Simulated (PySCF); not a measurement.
**Electron correlation in Ti²⁺ (titanium, charge +2)**

[Ar] 3d1 4s1, high-spin 3D determinant (an excited configuration). Calculation: PySCF 2.14, in x2c-TZVPPall (6s5p4d2f1g, 64 functions); the spin-free X2C one-electron Hamiltonian (Gaussian nucleus). Frozen: [Ne]; 10 electrons correlated.

MP2 pair energies summed by pair of shells (mhartree):

```
 pair   energy  share (%)
3p-3p  -135.63       58.4
3p-3d   -32.90       14.2
3s-3p   -28.96       12.5
3p-4s   -18.83        8.1
3s-3s    -6.52        2.8
3s-3d    -5.00        2.2
3d-4s    -3.03        1.3
3s-4s    -1.18        0.5
```

Total MP2 correlation energy: -232.06 mhartree.

Same-spin part -66.51 and opposite-spin part -165.55 mhartree; SCS-MP2 scales them by 1/3 and 6/5 to -220.83 mhartree.

This basis was not built for core-valence correlation, so the inner-shell part is incomplete.
